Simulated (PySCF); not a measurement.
Species: C5H8F5Si (charge +1).
Atom-mapped SMILES: `[CH3:1][Si+:2]([CH3:3])[CH2:4][C:5]([F:6])([F:7])[C:8]([F:9])([F:10])[F:11]` (hydrogens: H12, H13, H14 on C1; H15, H16, H17 on C3; H18, H19 on C4)

Theory: PySCF 2.14.0, PBE0-D3(BJ)/def2-SVP geometry optimisation, gas phase.

(1) Give the optimised bond lengths and angles.

Results:

(1) 
| bond | length (Å) |
| --- | --- |
| C1–Si2, Si2–C3 | 1.831 |
| Si2–C4 | 1.878 |
| C4–C5 | 1.513 |
| C5–F6 | 1.329 |
| C5–F7 | 1.345 |
| C5–C8 | 1.550 |
| C8–F9 | 1.292 |
| C8–F10 | 1.494 |
| C8–F11 | 1.281 |
| C1–H12 and 5 like bonds | 1.102 |
| C4–H18, C4–H19 | 1.101 |

Bonds in one row agree within 0.01 Å and their mean is given. A selection of angles:
| angle | degrees |
| --- | --- |
| C1–Si2–C3 | 120.2 |
| C1–Si2–C4 | 117.7 |
| Si2–C4–C5 | 107.2 |
| C4–C5–F6 | 113.5 |
| C4–C5–F7 | 110.5 |
| C4–C5–C8 | 109.8 |
| F6–C5–F7 | 109.2 |
| F6–C5–C8 | 107.5 |
| F7–C5–C8 | 106.0 |
| C5–C8–F9 | 113.7 |
| C5–C8–F10 | 102.8 |
| C5–C8–F11 | 116.2 |
| F9–C8–F10 | 104.4 |
| F9–C8–F11 | 112.9 |
| F10–C8–F11 | 105.0 |

Dihedral angles: C1–Si2–C4–C5 128° (anticlinal); Si2–C4–C5–F6 -167° (antiperiplanar); C4–C5–C8–F9 -69° (synclinal). The mirror-image conformer, all signs reversed, is as good.

Si2 and F10 aren't drawn bonded (4 bonds apart) but lie 1.95 Å from each other; Cordero's covalent radii sum to 1.68 Å. The 2 C–C bonds span 1.513 Å (C4–C5, drawn single) to 1.550 Å (C5–C8, drawn single), a spread of 0.037 Å. The 3 C–Si bonds span 1.830 Å (Si2–C3, drawn single) to 1.878 Å (Si2–C4, drawn single), a spread of 0.048 Å. The 5 C–F bonds span 1.281 Å (C8–F11, drawn single) to 1.494 Å (C8–F10, drawn single), a spread of 0.213 Å. Of the pairs four or more bonds apart, those above aside, C3···F10 is among the closest relative to their van der Waals radii: 2.93 Å, 92 % of the sum of Bondi's values. Si2 (silicon bonded to 3 C) has angles 120.2°, 118.0° and 117.7°, sum 355.9°, 0.22 Å off the plane of its three neighbours.

Point group: C1 (no symmetry element, even within 0.4 Å). No PBE0-D3(BJ)/def2-SVP frequencies stand behind this structure, so it isn't proved a minimum.
